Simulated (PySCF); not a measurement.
Geometries of 3 isomers of CH10Ge2OSi, from PySCF, PBE0-D3(BJ)/def2-SVP geometry optimisation, gas phase. One conformer each, no zero-point energy, no frequencies.

Task: Which isomer lies lowest at this level?
A.
```xyz
15
angstrom
C      2.028    0.575    0.703
O      1.959    0.445   -0.685
Ge     0.911   -0.806   -1.414
Ge    -1.439   -0.277   -1.057
Si    -1.934    0.355    1.186
H      2.276   -0.376    1.214
H      2.819    1.301    0.950
H      1.085    0.954    1.146
H      1.262   -2.164   -0.758
H      1.297   -0.794   -2.901
H     -1.868    0.854   -2.013
H     -2.268   -1.530   -1.416
H     -1.376    1.711    1.472
H     -3.414    0.386    1.400
H     -1.330   -0.626    2.140
```
B.
```xyz
15
angstrom
Si     1.899    1.095   -0.254
C      1.822   -0.640    0.482
Ge     0.585   -1.796   -0.488
O     -0.719   -0.753   -1.116
Ge    -2.168   -0.129   -0.302
H      2.084    1.029   -1.735
H      3.053    1.848    0.330
H      0.650    1.856    0.051
H      2.826   -1.095    0.457
H      1.515   -0.576    1.538
H     -0.032   -2.884    0.422
H      1.250   -2.413   -1.728
H     -2.690    1.020   -1.175
H     -1.791    0.377    1.109
H     -3.210   -1.261   -0.187
```
C.
```xyz
15
angstrom
Ge     2.976   -0.250    0.193
C      1.272    0.695   -0.001
Si    -0.238   -0.383    0.186
O     -1.597    0.543   -0.039
Ge    -3.346    0.233   -0.130
H      3.049   -0.942    1.568
H      4.146    0.745    0.075
H      3.118   -1.320   -0.907
H      1.234    1.498    0.753
H      1.252    1.176   -0.993
H     -0.255   -1.000    1.552
H     -0.202   -1.495   -0.819
H     -3.830   -0.280    1.239
H     -3.605   -0.817   -1.227
H     -3.991    1.580   -0.481
```

Result: C. That is `[GeH3][O][SiH2][CH2][GeH3]`, 13.6 kcal/mol below the next.

| SMILES | atoms numbered as above | E (Eh) | relative (kcal/mol) | relative (kJ/mol) | dipole (D) |
| --- | --- | --- | --- | --- | --- |
| [GeH3][CH2][SiH2][O][GeH3] | [GeH3:1][CH2:2][SiH2:3][O:4][GeH3:5] | -4561.41772 | 0.0 | 0.0 | 1.04 |
| [SiH3][CH2][GeH2][O][GeH3] | [SiH3:1][CH2:2][GeH2:3][O:4][GeH3:5] | -4561.39612 | 13.6 | 56.7 | 1.58 |
| C[O][GeH2][GeH2][SiH3] | [CH3:1][O:2][GeH2:3][GeH2:4][SiH3:5] | -4561.37778 | 25.1 | 104.9 | 1.07 |

As drawn, the lowest has an Si–O bond and an Si–C bond, which the highest lacks.
